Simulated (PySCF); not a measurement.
C₂H₉GaN, SMILES [CH3][Ga]([CH3])<-[NH3] (connectivity only; charge and spin as stated), neutral, multiplicity 2. Geometry optimised at r2SCAN-D4/def2-SVP. The multiplicity is an assumed one; no other spin state was optimised. The isomer is the one that the SMILES or the coordinates give; other isomers of the formula were not compared.

Computed with r2SCAN-D4/def2-SVP (PySCF).

Harmonic wavenumbers (cm⁻¹): 86, 102, 103, 125, 133, 148, 291, 485, 495, 506, 540, 615, 673, 695, 743, 1149, 1175, 1185, 1419, 1424, 1430, 1439, 1623, 1627, 3002, 3003, 3105, 3106, 3130, 3130, 3452, 3584, 3606. Rotational constants (GHz): 4.414, 4.121, 2.710; symmetry number 1.

**Question.** Work out the zero-point energy and the ideal-gas rigid-rotor harmonic-oscillator thermochemistry at 298.15 K and 1 atm.

**Answer.** ZPE = ½ Σ hcν = ½ × 47331 cm⁻¹ = 67.66 kcal/mol. H − E(el) = 73.87 kcal/mol. Entropy in cal/(mol K): translation 40.18, rotation 26.28, vibration 24.79, spin 1.38, total 92.63. G − E(el) = 46.25 kcal/mol. Cp = 30.82 cal/(mol K). Modes under 150 cm⁻¹ make the vibrational entropy uncertain.
